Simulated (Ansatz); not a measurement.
Reaction (ligand exchange at a Ge–O bond): `NB(Cl)[O][GeH3]` + `C[SeH]` → `C[Se][GeH3]` + `NB(O)Cl`

Gas-phase electronic energies from Ansatz, PBE0-D4/def2-TZVP geometries. CCSD(T)/CBS adds triple-zeta CCSD(T) − MP2 to the extrapolated MP2 energy (def2 sets, frozen cores). Functionals use def2-TZVPP. B3LYP here is the variant with VWN-RPA as its local correlation; programs differ in this. HSE06 is defined as in plane-wave codes. For Ge, Se outer-core shells are correlated without core-valence functions, which leaves a few kJ/mol of doubt a bond. Scalar relativity is left out up to krypton. Each species was taken in one conformer, which may not be the lowest.

```csv
level,ΔE (kcal/mol),difference from CCSD(T)/CBS
LDA (SPW92),-11.4,-1.9
PBE-D4,-11.7,-2.2
revPBE-D4,-11.2,-1.7
BLYP-D4,-9.1,0.4
r2SCAN-D4,-10.3,-0.8
B97M-V,-7.8,1.7
PBE0-D4,-11.6,-2.1
B3LYP-D4,-9.2,0.3
r2SCANh-D4,-10.4,-0.9
r2SCAN0-D4,-10.6,-1.1
HSE06-D4,-11.6,-2.1
BHLYP-D4,-8.8,0.7
CAM-B3LYP-D4,-7.9,1.6
ωB97X-V,-8.6,0.9
B2PLYP,-8.7,0.8
PBE-QIDH,-10.4,-0.9
PBE,-11.7,-2.2
revPBE,-11.8,-2.3
BLYP,-9.2,0.3
r2SCAN,-10.3,-0.8
PBE0,-11.6,-2.1
r2SCANh,-10.5,-1.0
r2SCAN0,-10.7,-1.2
HSE06,-11.7,-2.2
BHLYP,-8.4,1.1
CAM-B3LYP,-7.9,1.6
LC-ωPBE,-9.6,-0.1
RPA@PBE/def2-TZVPP,-6.9,2.6
HF/def2-SVP,-7.2,2.3
MP2/def2-SVP,-8.6,0.9
CCSD(T)/def2-SVP,-7.7,1.8
HF/def2-TZVPP,-6.7,2.8
CCSD/def2-TZVPP,-8.0,1.5
CCSD(T)/def2-TZVPP,-8.2,1.3
HF/def2-QZVPP,-6.2,3.3
MP2/def2-QZVPP,-9.8,-0.3
SCS-MP2/def2-QZVPP,-8.2,1.3
HF/CBS(def2),-6.1,3.4
MP2/CBS(def2),-10.6,-1.1
CCSD/CBS(def2),-9.3,0.2
CCSD(T)/CBS,-9.5,0
```

Q: What do rigid-rotor, harmonic-oscillator terms from PBE0-D4/def2-TZVP frequencies (298.15 K, 1 bar) make of the CCSD(T)/CBS value? (Estimate.)

A: Ansatz gave: ΔZPE = +2.0 kcal/mol, ΔH = -7.7 kcal/mol, ΔS = -5 J/(mol·K), ΔG = -7.3 kcal/mol. Modes under 50 cm⁻¹ make the entropy rough.

Largest T1 diagnostic among the species: 0.012.

Leaving LDA and LC-ωPBE aside and taking each functional with its dispersion term where it has one, the values spread over 3.8 kcal/mol, from PBE-D4 to B97M-V. At CCSD(T), def2-SVP lies +1.8 kcal/mol from the extrapolated value and def2-TZVPP +1.3 kcal/mol.
